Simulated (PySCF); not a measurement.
H7GaO2Si2, SMILES [SiH3][O][GaH][O][SiH3] at its B3LYP/def2-SVP optimised geometry (Å):

```
12

Ga     0.9657    -0.0691     0.0000
H      2.5085    -0.0691     0.0000
O      0.0351     1.4477     0.0000
Si    -1.4241     2.2338     0.0117
H     -2.4296     1.5039     0.8434
H     -1.9625     2.3617    -1.3756
H     -1.2386     3.5995     0.5813
O      0.0360    -1.5867    -0.0024
Si    -1.4251    -2.3692    -0.0042
H     -1.8038    -2.7627     1.3854
H     -1.3244    -3.5995    -0.8414
H     -2.5085    -1.5021    -0.5617
```

Computed with B3LYP/def2-TZVP in PySCF 2.14.0.

Map of the Laplacian of the electron density (e/bohr⁵) on the plane z = 1.2 Å:

```
|@@@@@@@@@@@@@@@@@@@@@@@@@@@@@@@|
|@@@@@@@@@@@@@@@@@@@@@@@@@@@@@@@|
|@@@@@@@@@@@@@@@@@@@@@@@@@@@@@@@|
|@@@@@@@@@@@@@@@@@@@@@@@@@@@@@@@|
|@@@@@@@@@@@@@@@@@@@@@@@@@@@@@@@|
|@@@@@@@@@@@@@@@@@@@@@@@@@@@@@@@|
|@@@@@@@@@@@@@@@@@@@@@@@@@@@@@@@|
|@@@@@@@@@@@@@@@@@@@@@@@@@@@@@@@|
|@@@@@@@@@@@@@@@@@@@@@@@@@@@@@@@|
|@@@@@@@@@@@@@@@@@@@@@@@@@@@@@@@|
|@@@@@@@@@@@@@@@@@@@@@@@@@@@@@@@|
|@@@@@@@@@%@@@@@@@@@@@@@@@@@@@@@|
|@@@@@@@@@@@@@@@@@@@@@@@@@@@@@@@|
|@@@@@@@@@@@@@@@@@@@@@@@@@@@@@@@|
|@@@@@@@@@@@@@@@@@@@@@@@@@@@@@@@|
|@@@@@@@@@@@@@@@@@@@@@@@@@@@@@@@|
|@@@@@@@@@@@@@@@@@@@@@@@@@@@@@@@|
|@@@@@@@@@@@@@@@@@@@@@@@@@@@@@@@|
|@@@@@@@@@@@@@@@@@@@@@@@@@@@@@@@|
|@@@@@@@@@@@@@@@@@@@@@@@@@@@@@@@|
|@@@@@@@@@@@@@@@@@@@@@@@@@@@@@@@|
|@@@@@@@@@@%#@@@@@@@@@@@@@@@@@@@|
|@@@@@@@@@@. @@@@@@@@@@@@@@@@@@@|
|@@@@@@@@@@@@@@@@@@@@@@@@@@@@@@@|
|@@@@@@@@@@@@@@@@@@@@@@@@@@@@@@@|
|@@@@@@@@@@@@@@@@@@@@@@@@@@@@@@@|
|@@@@@@@@@@@@@@@@@@@@@@@@@@@@@@@|
|@@@@@@@@@@@@@@@@@@@@@@@@@@@@@@@|
|@@@@@@@@@@@@@@@@@@@@@@@@@@@@@@@|
|@@@@@@@@@@@@@@@@@@@@@@@@@@@@@@@|
|@@@@@@@@@@@@@@@@@@@@@@@@@@@@@@@|
```
Scale: ten equal steps from -0.855 (start of ' ') to 0.063 (end of '@'), in the order ' .:-=+*#%@'; x runs from -6.00 to 6.00, y from -6.00 (bottom) to 6.00 (top).
